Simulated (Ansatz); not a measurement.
`B[AsH2]` + CH₃OH → `CO[AsH2]` + BH₃ at 298.15 K and 1 bar (cleavage of the As–B bond).

Calculated with Ansatz (gas phase, PBE0-D4/def2-TZVP geometries, no zero-point term in ΔE). CBS: MP2 limit from def2 TZ/QZ plus the TZ coupled-cluster correction, frozen cores. This one scheme is used for every species. For As outer-core shells are correlated without core-valence functions, which leaves a few kJ/mol of doubt a bond. Scalar relativity is left out up to krypton.

```
   species  CCSD(T)/CBS energy (Eh)  H − E (kJ/mol)  S (J/(mol·K))
 `B[AsH2]`              -2262.17165           106.7          268.3
     CH₃OH               -115.61712           146.3          238.2
`CO[AsH2]`              -2351.21577           166.5          295.9
       BH₃                -26.55200            78.7          188.3
```

H − E and S are ideal-gas, rigid-rotor, harmonic terms from PBE0-D4/def2-TZVP. 1 Eh = 2625.50 kJ/mol, R = 8.31446 J/(mol·K).

By hand: ΔE, ΔH, ΔS and ΔG.

ΔE = (-2351.21577) + (-26.55200) − (-2262.17165) − (-115.61712) = 0.02100 Eh = 55.1 kJ/mol. Δ(H − E) = 166.5 + 78.7 − 106.7 − 146.3 = -7.8, so ΔH = 47.3 kJ/mol. ΔS = 295.9 + 188.3 − 268.3 − 238.2 = -22.3 J/(mol·K). ΔG = 47.3 − 298.15 × (-22.3)/1000 = 53.9 kJ/mol.

By hand: the equilibrium constant, and the temperature at which ΔG would vanish if ΔH and ΔS stayed fixed.

log₁₀ K = −ΔG/(RT ln 10) = -9.4. ΔH and −TΔS have one sign here, so there is no such temperature.

ΔH outweighs TΔS. A doubt of 5 kJ/mol in ΔE shifts log₁₀ K by 0.9 here. These are equilibria of isolated gas molecules and say nothing of rates. Largest T1 diagnostic: 0.014 (customary marks: 0.02 for closed shells, 0.045 for open ones).
